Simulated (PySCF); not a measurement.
**Sc⁺ (scandium, charge +1): UHF calculation**

Configuration: [Ar] 4s2, closed-shell 1S (an excited configuration). Computed with PySCF 2.14 in aug-cc-pwCVTZ-DK (10s9p7d4f3g, 127 functions), with scalar relativity by spin-free X2C-1e.

* Total energy: -763.014169 hartree
* One-electron energy: -1035.4236 hartree
* Hartree (Coulomb) energy: 310.3666 hartree
* Exchange energy: -37.9572 hartree
* ⟨S²⟩: 0.0000
* ⟨L²⟩: 0.000
* Sum of ⟨r⟩: 18.17 bohr
* Sum of ⟨r²⟩: 36.75 bohr²
* Langevin diamagnetic susceptibility: -29.1 ×10⁻⁶ cm³/mol

| shell | electrons | mean orbital energy (eV) | rms radius, mean of both spins (bohr) |
| --- | --- | --- | --- |
| 1s | 2 | -4552.4 | 0.0844 |
| 2s | 2 | -538.16 | 0.370 |
| 2p | 6 | -440.70 | 0.340 |
| 3s | 2 | -83.464 | 1.13 |
| 3p | 6 | -55.187 | 1.24 |
| 4s | 2 | -13.312 | 3.46 |

Densities and radii are taken from the X2C orbitals without a picture-change correction, which distorts them close to the nucleus.
